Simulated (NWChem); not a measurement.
Species: CHF2NOSi; SMILES N#CO[SiH](F)F

```xyz
7

N      0.1096    -2.9978    -0.1406
C     -0.1693    -1.8856     0.1207
O     -0.5078    -0.6760     0.4366
Si     0.0231     0.7414    -0.3409
F      1.4753     1.1195     0.2446
F     -1.0389     1.8546     0.1272
H      0.0608     0.5590    -1.8067
```
Atoms are numbered in this order, from 1.

Structure relaxed at the PBE-D3(BJ)/def2-SVP level.

**Question.** List the 4 lowest vertical singlet excitations from PBE/6-31G* (spherical d), TDA (NWChem).

**Answer.** 
| state | energy (eV) | oscillator strength | leading excitation (squared amplitude) |
|---|---|---|---|
| S1 | 6.87 | 0.001 | HOMO → LUMO (0.95) |
| S2 | 6.96 | 0.001 | HOMO → LUMO+1 (0.95) |
| S3 | 7.13 | 0.001 | HOMO−1 → LUMO (0.86) |
| S4 | 7.28 | 0.001 | HOMO−1 → LUMO+1 (0.91) |
